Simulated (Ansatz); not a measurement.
`Cc1csc(-c2sc(-c3sc(-c4sc(-c5sc(-c6sccc6C)cc5C)cc4C)cc3C)cc2C)c1`, 62 atoms. Hardware: 2 threads of AMD EPYC 7R13 on a shared host and a share (18 GiB) of an NVIDIA H100 80GB HBM3.

Single mean-field runs in def2-SVP are fitted with def2-universal-jkfit.

Task: How many basis functions does each of these Ansatz runs have, and roughly what does it cost? PBE-D4/def2-SVP, charge 0 triplet at the geometry of the charge 0 singlet, energy, from earlier orbitals; PBE-D4/def2-SVP, charge 1 doublet at the geometry of the charge 0 singlet, energy, from earlier orbitals; PBE-D4/def2-SVP, charge -1 doublet at the geometry of the charge 0 singlet, energy, from earlier orbitals; r2SCAN-D4/def2-SVP, charge 0 singlet, relaxation, 30 steps; PBE0-D4/def2-SVP, charge 0 triplet at the geometry of the charge 0 singlet, energy; PBE0-D4/def2-SVP, charge 1 doublet at the geometry of the charge 0 singlet, energy; PBE-D4/def2-SVP, charge 0 singlet, energy, from earlier orbitals; PBE0-D4/def2-SVP, charge -1 doublet at the geometry of the charge 0 singlet, energy; r2SCAN-D4/def2-SVP, charge 0 singlet, energy, from earlier orbitals; PBE0-D4/def2-SVP, charge 0 singlet, energy and forces, from earlier orbitals.

Result: Other jobs shared the machine, so times can vary by a factor of up to 3.

```json
{"run": "PBE-D4/def2-SVP, charge 1 doublet at the geometry of the charge 0 singlet, energy, from earlier orbitals", "functions": "658", "fitting or Cholesky vectors": "3486", "wall time": "7.5 s", "peak host memory (GiB)": "1.2"}
{"run": "PBE-D4/def2-SVP, charge 0 singlet, energy, from earlier orbitals", "functions": "658", "fitting or Cholesky vectors": "3486", "wall time": "7.5 s", "peak host memory (GiB)": "1.1"}
{"run": "PBE-D4/def2-SVP, charge -1 doublet at the geometry of the charge 0 singlet, energy, from earlier orbitals", "functions": "658", "fitting or Cholesky vectors": "3486", "wall time": "8.5 s", "peak host memory (GiB)": "1.2"}
{"run": "r2SCAN-D4/def2-SVP, charge 0 singlet, energy, from earlier orbitals", "functions": "658", "fitting or Cholesky vectors": "3486", "wall time": "9 s", "peak host memory (GiB)": "1.2"}
{"run": "PBE-D4/def2-SVP, charge 0 triplet at the geometry of the charge 0 singlet, energy, from earlier orbitals", "functions": "658", "fitting or Cholesky vectors": "3486", "wall time": "11 s", "peak host memory (GiB)": "1.2"}
{"run": "PBE0-D4/def2-SVP, charge 0 singlet, energy and forces, from earlier orbitals", "functions": "658", "fitting or Cholesky vectors": "3486", "wall time": "11 s", "peak host memory (GiB)": "1.9"}
{"run": "PBE0-D4/def2-SVP, charge 1 doublet at the geometry of the charge 0 singlet, energy", "functions": "658", "fitting or Cholesky vectors": "3486", "wall time": "17 s", "peak host memory (GiB)": "1.3"}
{"run": "PBE0-D4/def2-SVP, charge -1 doublet at the geometry of the charge 0 singlet, energy", "functions": "658", "fitting or Cholesky vectors": "3486", "wall time": "18 s", "peak host memory (GiB)": "1.3"}
{"run": "PBE0-D4/def2-SVP, charge 0 triplet at the geometry of the charge 0 singlet, energy", "functions": "658", "fitting or Cholesky vectors": "3486", "wall time": "22 s", "peak host memory (GiB)": "1.4"}
{"run": "r2SCAN-D4/def2-SVP, charge 0 singlet, relaxation, 30 steps", "functions": "658", "fitting or Cholesky vectors": "3486", "wall time": "4.8 min", "peak host memory (GiB)": "1.2"}
```
